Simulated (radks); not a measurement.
Minus the highest occupied eigenvalue as an estimate of the ionisation energy, Mg to Mg11+. The LB94 potential has the -1/r tail that LDA and GGA lack but no energy functional. Calculated with a radial shooting solver on a logarithmic mesh with Libxc functionals: scalar-relativistic Kohn-Sham, LB94 model potential, spin-polarised, spherical densities, finite nucleus; open shells are filled with parallel spins first; Fermi nuclear charge, rms radius 3.057 fm.

species,configuration,HOMO,-e(HOMO) (eV),<r> (bohr),"IE, NIST (eV)",kind
Mg,[Ne] 3s2,3s,7.877,2.98,7.646,exp.
Mg+,[Ne] 3s1,3s up,15.793,2.65,15.035,exp.
Mg2+,[Ne],2p,78.301,0.680,80.144,exp.
Mg3+,[He] 2s2 2p5,2p down,107.45,0.641,109.27,semi-emp.
Mg4+,[He] 2s2 2p4,2p down,139.06,0.607,141.33,semi-emp.
Mg5+,[He] 2s2 2p3,2p up,182.25,0.570,186.8,semi-emp.
Mg6+,[He] 2s2 2p2,2p up,220.77,0.543,225.0,semi-emp.
Mg7+,[He] 2s2 2p1,2p up,261.41,0.519,265.92,semi-emp.
Mg8+,[He] 2s2,2s,323.63,0.573,327.99,semi-emp.
Mg9+,[He] 2s1,2s up,365.81,0.558,367.49,theory
Mg10+,[He],1s,1738.7,0.129,1761.8,theory
Mg11+,1s1,1s up,1935.8,0.125,1962.7,theory

Reference values: NIST Atomic Spectra Database (exp. = measured, semi-emp. = semi-empirical, theory = theoretical value adopted there). Open shells are spherical and high-spin; term and fine-structure splittings are not resolved.
